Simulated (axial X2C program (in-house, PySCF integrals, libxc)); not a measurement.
# NaSn: from the spin-free to the two-component result

All values were computed with an in-house all-electron X2C program for linear molecules (integrals from PySCF). Spin-free means the one-electron spin-free X2C Hamiltonian; two-component (2c) means X2C with spin–orbit coupling and atomic mean-field two-electron Coulomb and Gaunt terms, so the difference of the two also holds small scalar two-electron terms. Basis: Sn dyall-cv3z [11s12p9d4f1g], Na dyall-cv3z [9s8p5d2f] (cores contracted in-house); Gaussian nuclei, density fitting, unrestricted open shells. Masses: Sn 119.902 u, Na 22.990 u.

Spin-free state: M_S = 3/2, Λ = 0 (beyond evenly filled blocks: σα, π+α, π-α); fragments Sn + Na.

```csv
level,Re (Å),ωe (cm⁻¹),De (eV),μ (D)
PBE0,2.911,183.8,1.203,6.92
HF,2.959,182.7,0.814,8.18
MP2,2.951,188.7,1.214,n/a
CCSD,2.952,187.0,1.205,n/a
CCSD(T),2.953,187.1,1.245,n/a
```

Correlated methods: 5 electrons correlated (number of frozen shells: Sn 4 s, 3 p, 2 d; Na 2 s, 1 p), 281 virtual spin orbitals or spinors in MP2, 61 natural virtuals in coupled cluster.

Dipoles are positive if Na is the positive end.

Two-component determinant lowest at the distance of the search:

Ω = 3/2 (⟨Sz⟩ = 1.48, ⟨Lz⟩ = 0.02 at HF); fragments Sn + Na.

```csv
level,Re (Å),ωe (cm⁻¹),μ (D)
PBE0,2.916,182.7,6.86
HF,2.963,182.0,8.14
MP2,2.952,188.6,n/a
CCSD,2.956,186.3,n/a
CCSD(T),2.957,186.5,n/a
```

(1) From the two tables, how do the constants change at the CCSD(T) level (2c against spin-free)?

One determinant describes the state; a PBE0 search over occupations chose it and may have missed a lower one. De is counted from the lowest determinant-based energies of the atoms at the same level, without counterpoise correction. De is not given where an atomic determinant may have missed its ground term or J level, or where the truncated virtual space spoils (T). Density functionals use the spin component along the axis (collinear). Coupled cluster ran in a truncated set of natural virtual spinors; the MP2 energy of the rest was added. (T) has no such correction and the atoms are truncated less, which lowers De at CCSD(T) by a hundredth of an eV or more. Other states lie close and PBE0, whose exact exchange favours high spin, may order them wrongly; the determinant shown need not be the ground state. The nearest other spin-free determinant of the search, M_S = 1/2, Λ = 1, lies 0.33 eV up at the distance of the search. Without a current term, density functionals place determinants with orbital angular momentum somewhat too high. With several unpaired electrons one determinant need not be a pure state. This is the top spin component of a Σ state; components of lower Ω are not single determinants and can lie lower. With the outer-core shells frozen, correlated bond lengths of heavy atoms tend to come out a few hundredths of an ångström too long.

## Answers

(1) At the CCSD(T) level Re increases by 0.004 Å and ωe drops by 0.6 cm⁻¹.
